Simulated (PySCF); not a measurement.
Job for PySCF: R-B3LYP/6-31G* on C3H8 (SMILES CCC) with ghost functions.

```python
from pyscf import gto, scf, dft, mp
from pyscf.data.elements import chemcore

mol = gto.M(
    atom='''
    C     0.08141991    1.33975611    4.01076423
    C     0.71704592   -0.04503129    3.92164698
    C    -0.23969216   -1.16036814    4.33427042
    H     0.77889633    2.12250992    3.70659903
    H    -0.80062482    1.41007017    3.36913511
    H    -0.24086081    1.55763461    5.03204310
    H     1.60873896   -0.07767638    4.55461206
    H     1.06578444   -0.22201973    2.90019720
    H     0.23102120   -2.14237102    4.25817874
    H    -0.57281498   -1.02845457    5.36672841
    H    -1.13181437   -1.16740726    3.70283975
    ghost-C   -1.46575172   -0.15330927    0.90155370
    ghost-O   -0.45282755   -0.35188235    0.45449723
    ''',
    basis='6-31g*',
    cart=True,
    charge=0, spin=0, verbose=3, max_memory=1800)
mf = dft.RKS(mol, xc='b3lyp')
mf.conv_tol = 1e-8
mf.max_cycle = 100
mf.kernel()
if not mf.converged:
    mf = mf.newton().run(mf.mo_coeff, mf.mo_occ)
```

It printed:

```
converged SCF energy = -119.14429467863
```

The run converged.

Cost: about 5 core-seconds (a rough figure).
